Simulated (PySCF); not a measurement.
**Finite-field polarisability of Be (beryllium, neutral)**

[He] 2s2, closed-shell 1S. All numbers are calculated (PySCF 2.14, the spin-free X2C one-electron Hamiltonian (Gaussian nucleus), in x2c-TZVPPall with one added diffuse shell of s type (6s3p1d, 20 functions)). Frozen: 1s2. Energy changes in a uniform field (μhartree):

```
axis  F (au)        HF       MP2      CCSD   CCSD(T)
   x  0.0021   -97.724   -90.646   -80.043   -80.043
   x  0.0042  -390.896  -362.606  -320.248  -320.248
```

(1) Derive α along x at CCSD(T) from the two fields.

(2) And the mean polarisability at each level?

The basis has no added diffuse functions, which lowers α.

Answers

(1) With ΔE = −αF²/2 − γF⁴/24, α = −(16 ΔE(F) − ΔE(2F))/(6F²) = 36.30 bohr³.

(2) HF 44.32, MP2 41.11, CCSD 36.30, CCSD(T) 36.30 bohr³. Reference: 37.74 ± 0.03 bohr³ (recommended; Schwerdtfeger and Nagle, table of static dipole polarizabilities (2023 update)).
